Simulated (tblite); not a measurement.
Compound: C6H12OPSi (charge +1).
Z-matrix (Å and degrees, GFN2-xTB geometry), rows numbered from 1:
```
C 
C   1  1.4784
C   2  1.3525  1  124.37
P   3  1.7742  2  108.80  1   179.54
C   4  1.8310  3  113.55  2   124.58
O   5  1.4021  4   97.61  3    67.80
C   4  1.7900  3   93.29  2     0.44
C   7  1.3460  4  109.19  3    -0.15
Si  8  1.9153  2  123.00  1     0.29
H   1  1.0864  2  111.26  3     1.56
H   1  1.0892  2  110.00  3  -119.25
H   1  1.0889  2  110.18  3   122.86
H   3  1.0753  2  126.82  1     0.63
H   4  1.3764  3  112.03  2  -118.62
H   5  1.0991  4  111.45  3  -173.42
H   5  1.0987  4  110.76  3   -50.99
H   6  0.9657  5  112.00  4  -178.93
H   7  1.0744  4  124.51  3  -179.85
H   9  1.4606  8  105.27  2   -58.37
H   9  1.4615  8  105.37  2    61.20
H   9  1.4578  8  105.70  2  -178.83
```

All values are computed: GFN2-xTB (tblite) harmonic vibrations without scaling, gas phase. This tight-binding method is rough: wavenumbers can miss measured ones by several per cent, in bad cases by 10 to 20. Modes of hydrogen on phosphorus and silicon can be 10 to 20 % off. One conformer, not necessarily the lowest.

Harmonic wavenumbers (cm⁻¹): 50.8, 66.4, 81.2, 107.2, 161.1, 162.9, 182.6, 243.8, 268.2, 282.6, 339.2, 365.2, 395.9, 480.0, 503.0, 544.2, 605.8, 662.3, 678.9, 719.8, 737.1, 742.7, 748.9, 753.4, 770.0, 775.9, 843.9, 868.2, 906.0, 993.4, 998.8, 1004.3, 1074.1, 1103.6, 1130.4, 1132.9, 1139.5, 1277.0, 1282.9, 1385.0, 1411.4, 1437.5, 1438.3, 1518.2, 1577.8, 2291.3, 2300.2, 2327.9, 2418.6, 2865.2, 2883.0, 3013.1, 3027.9, 3063.4, 3118.6, 3124.9, 3502.6.

A = 2467, B = 641.5, C = 539.8 MHz; mass 159.040 u (most abundant isotopes); point group C1, symmetry number 1.

Problem. What is the zero-point energy?

Solution. Half the sum of the wavenumbers: 33944 cm⁻¹ = 97.05 kcal/mol.

Problem. Give the ideal-gas entropy at 298.15 K and 1 bar in the rigid-rotor, harmonic-oscillator model (classical rotation).

Solution. Translation 41.13, rotation 30.31, vibration 37.78: S = 109.2 cal/(mol K).

Problem. And Cp and H(298.15 K) − H(0)?

Solution. Cp = 47.87 cal/(mol K), of which vibrations give 39.92 (their classical limit is 57 R = 113.3); H(298.15 K) − H(0) = 8.38 kcal/mol without the zero-point energy, 6.01 from vibrations.

Problem. Blend soft modes into free rotors: weight 1/[1 + (100 cm⁻¹/ν̃)⁴] for the oscillator and the rest for a rotor with moment μB/(μ + B), μ = h/(8π²ν), B = 10⁻⁴⁴ kg m². What vibrational entropy results?

Solution. 34.96 cal/(mol K) in place of 37.78, which changes −T·S at 298.15 K by +0.84 kcal/mol.

Problem. What must be added to the electronic energy to get the Gibbs energy at 298.15 K and 1 bar?

Solution. ZPE + [H(298.15 K) − H(0)] − T·S = 97.05 + 8.38 − 32.56 = 72.87 kcal/mol.

Problem. How do the functions run with temperature in this model?

Solution. 
```tsv
T (K)	S (cal/(mol K))	Cp (cal/(mol K))	H − H(0) (kcal/mol)	G − H(0) (kcal/mol)	ln q(vib)
100	73.5	22.0	1.45	-5.90	2.12
200	92.8	35.1	4.30	-14.25	5.51
300	109.5	48.1	8.47	-24.38	8.92
500	139.2	68.4	20.27	-49.33	15.63
800	175.7	86.6	43.78	-96.78	24.98
1000	195.9	94.3	61.91	-133.99	30.64
```

q(vib) and H(0) count from the zero-point level.

Hindered rotation and anharmonicity are outside this model. Other conformers, if any are populated, would add a mixing term that is left out. The structure is chiral; the term R ln 2 for an equal mix with its mirror image is left out.
